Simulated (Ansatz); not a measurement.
Ansatz (a quantum-chemistry and plane-wave program) input (CCSD(T)/def2-SVPD):

Ansatz 0.2 input:
```yaml
crystal:
  periodic: [false, false, false]
  atoms:
    - {symbol: K, position_ang: [-0.00000000, -0.00000000, -0.73765491]}
    - {symbol: F, position_ang: [0.00000000, 0.00000000, 1.55727147]}
basis:
  gaussian:
    orbitals: def2-SVPD
total_charge: -1
magnetization: {spin_polarized: true, initial_magnetization: 1}
correlation: {method: ccsd_t, electrons: outside_noble_gas}
output: {forces: true}
```

End of the output:

```
mean field evaluation 512: about -18998.3543 eV, gradient 3.1e1 eV
mean field -19007.01341989 eV, -698.4948597646 hartree, gradient 4.2e-6 eV, S^2 0.750032; 9 other end points of the search recorded, 0 dependent functions left out
determinant -19007.01341989 eV, -698.4948597646 hartree, with singles and doubles -19013.01001754 eV, -698.7152306635 hartree
determinant -19005.98311169 eV, -698.4569966366 hartree, with singles and doubles -19011.97992064 eV, -698.6773753007 hartree
determinant -19005.30800787 eV, -698.4321870287 hartree, with singles and doubles -19011.33839983 eV, -698.6537998458 hartree
determinant -19005.05851443 eV, -698.4230183141 hartree, with singles and doubles -19011.07110965 eV, -698.6439771129 hartree
10 core orbitals not correlated, not the lowest: weight in the atoms' cores, before any rotation towards them, 0.979 or more for the frozen orbitals, at most 0.016 for the correlated occupied ones
reference -19007.01341989 eV, -698.4948597646 hartree; 5, 4 occupied and 35, 36 virtual orbitals, 480 factors
densities: 0.13 GiB planned
second order -6.03766095 eV of doubles, -0.00000000 eV of singles
coupled cluster: 0.11 GiB planned
cycle   1  -5.99364004 eV  change   -2.3e-2 eV  update   1.4e-2
cycle   2  -6.00068437 eV  change   -7.0e-3 eV  update   4.4e-3
cycle   3  -6.00118392 eV  change   -5.0e-4 eV  update   3.2e-3
cycle   4  -6.00182866 eV  change   -6.4e-4 eV  update   1.0e-3
cycle   5  -6.00202795 eV  change   -2.0e-4 eV  update   5.2e-4
cycle   6  -6.00198880 eV  change    3.9e-5 eV  update   1.8e-4
cycle   7  -6.00196212 eV  change    2.7e-5 eV  update   6.8e-5
cycle   8  -6.00195412 eV  change    8.0e-6 eV  update   2.7e-5
cycle   9  -6.00195014 eV  change    4.0e-6 eV  update   1.1e-5
cycle  10  -6.00195214 eV  change   -2.0e-6 eV  update   4.9e-6
cycle  11  -6.00195296 eV  change   -8.2e-7 eV  update   2.1e-6
cycle  12  -6.00195288 eV  change    8.2e-8 eV  update   7.9e-7
cycle  13  -6.00195288 eV  change  -2.3e-10 eV  update   3.0e-7
perturbative correction -0.13101426 eV, -0.0048146854 hartree
the calculation of the forces begins
Total energy: -19013.14638703 eV, -698.7202421500 hartree
Atom 0 at    -0.000000    -0.000000    -0.737655 Å, force     0.000000     0.000000    -0.469957 eV/Å
Atom 1 at     0.000000     0.000000     1.557271 Å, force     0.000000     0.000000     0.469957 eV/Å
Dipole moment:    -0.000000     0.000000     0.732348 e Å
```
